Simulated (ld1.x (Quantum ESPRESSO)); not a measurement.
# Pseudopotential generation for H: PAW, PBE, scalar-relativistic.

ld1.x (Quantum ESPRESSO) 7.5 was run on this input:

```
&input
   title='H', zed=1., rel=1, dft='PBE', iswitch=3,
   config='1s0.75 2p-2',
   nld=2, rlderiv=1.15, eminld=-3.0, emaxld=5.0, deld=0.02
 /
 &inputp
   pseudotype=3, lpaw=.true., tm=.true., lloc=-1, rcloc=0.90,
   nlcc=.false.,
   which_augfun='PSQ', rmatch_augfun_nc=.true.,
   file_pseudopw='H.UPF', file_wfcaegen='ae.wfc', file_wfcncgen='nc.wfc', file_beta='beta', file_chi='chi', file_wfcusgen='us.wfc'
 /
4
1S  1  0   0.75   0.00  1.00  1.05  0.0
1S  1  0   0.00  -0.30  1.00  1.05  0.0
2P  2  1  -2.00   0.05  0.80  0.90  0.0
2P  2  1  -2.00   0.75  0.80  0.90  0.0
 &test
   configts(1)='1s0.75'
 /
```

Command:

```bash
ld1.x < H.in > H.out
```

Output (shortened: banner, matrices, multipoles, cross overlaps and the repeated all-electron block are left out):

```
Program LD1 v.7.5
     --------------------------- All-electron run ----------------------------

     H
     scalar relativistic calculation

     atomic number is  1.00
     dft =PBE   lsd =0 sic =0 latt =0  beta=0.20 tr2=1.0E-14
     Exchange-correlation= PBE
                           (   1   4   3   4   0   0   0)
     mesh = 929 r(mesh) =  99.48432 a.u. xmin = -7.00 dx = 0.01250
     1 Ry =  13.60569312 eV, c = 137.03599908

     n l     nl                  e(Ry)          e(Ha)          e(eV)
     1 0     1S 1( 0.75)        -0.6975        -0.3488        -9.4905

     final scf error:  3.0E-15 reached in  14 iterations

     Etot =      -0.771444 Ry,      -0.385722 Ha,     -10.496028 eV

     Ekin =       0.755653 Ry,       0.377827 Ha,      10.281184 eV
     Encl =      -1.505243 Ry,      -0.752622 Ha,     -20.479879 eV
     Eh   =       0.349927 Ry,       0.174964 Ha,       4.761003 eV
     Exc  =      -0.371781 Ry,      -0.185890 Ha,      -5.058337 eV

     normalization and overlap integrals

     s(1S/1S) =  1.000000  <r> =   1.5152  <r2> =    3.1009  r(max) =   0.9753

     ------------------------ End of All-electron run ------------------------

     --------------------- Generating PAW atomic setup --------------------

      Generating local potential from pseudized AE potential:
      Matching radius rcloc =   0.9000

      Local pseudo, rcloc= 0.905 Estimated cut-off energy=    27.61 Ry

      Computing core charge for PAW:
      Integrated core pseudo-charge :   0.00
      Wfc-us  1S rcutus= 1.051  Estimated cut-off energy=    40.44 Ry
      Wfc-us  1S rcutus= 1.051  Estimated cut-off energy=    41.49 Ry
      Wfc-us  2P rcutus= 0.905  Estimated cut-off energy=    83.39 Ry
      Wfc-us  2P rcutus= 0.905  Estimated cut-off energy=    84.09 Ry

     Required augmentation: PSQ   radius:    1.050000

     Q pseudized with Bessel functions
     Expected ecutrho=     427.7289 due to l1=  1   l2=  1

     Estimated PAW energy =   -0.771445 Ryd

     ------------------- End of pseudopotential generation -------------------

     Computing logarithmic derivative in   1.15462
     Computing logarithmic derivative in   1.15462
     Computing the partial wave expansion
     R is outside the sphere for l=    0 j= 0.00
     R is outside the sphere for l=    0 j= 0.00
     R is outside the sphere for l=    1 j= 0.00
     R is outside the sphere for l=    1 j= 0.00

     ---------------------- Testing the pseudopotential ----------------------

     H
     scalar relativistic calculation

     atomic number is  1.00   valence charge is  1.00
     dft = SLA  PW   PBX  PBC   lsd =0 sic =0 latt =0  beta=0.20 tr2=1.0E-14
     mesh = 929 r(mesh) =  99.48432 xmin = -7.00 dx = 0.01250

     n l     nl             e AE (Ry)        e PS (Ry)    De AE-PS (Ry)
     1 0     1S   1( 0.75)       -0.69754       -0.69754        0.00000

     eps = 1.1E-16  iter =  3

     Etot =      -0.771444 Ry,      -0.385722 Ha,     -10.496028 eV
     Etotps =    -0.771447 Ry,      -0.385724 Ha,     -10.496078 eV

     Ekin =       0.755649 Ry,       0.377825 Ha,      10.281134 eV
     Encl =      -1.505243 Ry,      -0.752622 Ha,     -20.479880 eV
     Ehrt =       0.349927 Ry,       0.174964 Ha,       4.761004 eV
     Ecxc =      -0.371781 Ry,      -0.185890 Ha,      -5.058337 eV

     ---------------------- End of pseudopotential test ----------------------
```

Generation and configuration tests took about 0.48 s on one core of a shared server CPU.

Transferability test of the new file with ld1.x, input:

```
&input
   title='H', zed=1., rel=1, dft='PBE', iswitch=2,
   config='1s0.75 2p-2'
 /
 &test
   file_pseudo='H.UPF', nconf=3,
   configts(1)='1s0.75',
   configts(2)='1s1',
   configts(3)='1s0.5'
 /
```

```bash
ld1.x < H.test.in > H.test.out
```

Pseudopotential blocks of its output, shortened (energy terms left out):

```
     ---------------------- Testing the pseudopotential ----------------------

     n l     nl             e AE (Ry)        e PS (Ry)    De AE-PS (Ry)
     1 0     1S   1( 0.75)       -0.69754       -0.69754        0.00000

     eps = 1.1E-16  iter =  3

     Etot =      -0.771444 Ry,      -0.385722 Ha,     -10.496028 eV
     Etotps =    -0.771447 Ry,      -0.385724 Ha,     -10.496078 eV

     ---------------------- End of pseudopotential test ----------------------

          ---------------------- Testing the pseudopotential ----------------------

     n l     nl             e AE (Ry)        e PS (Ry)    De AE-PS (Ry)
     1 0     1S   1( 1.00)       -0.47721       -0.47721        0.00000

     eps = 8.8E-16  iter =  6

     Etot =      -0.917879 Ry,      -0.458940 Ha,     -12.488386 eV
     Etotps =    -0.917884 Ry,      -0.458942 Ha,     -12.488445 eV
     dEtot_ae =      -0.146436 Ry
     dEtot_ps =      -0.146436 Ry,   Delta E=       0.000001 Ry

     ---------------------- End of pseudopotential test ----------------------

          ---------------------- Testing the pseudopotential ----------------------

     n l     nl             e AE (Ry)        e PS (Ry)    De AE-PS (Ry)
     1 0     1S   1( 0.50)       -0.93203       -0.93203        0.00001

     eps = 3.5E-17  iter =  6

     Etot =      -0.567897 Ry,      -0.283948 Ha,      -7.726632 eV
     Etotps =    -0.567900 Ry,      -0.283950 Ha,      -7.726670 eV
     dEtot_ae =       0.203547 Ry
     dEtot_ps =       0.203548 Ry,   Delta E=      -0.000001 Ry

     ---------------------- End of pseudopotential test ----------------------
```
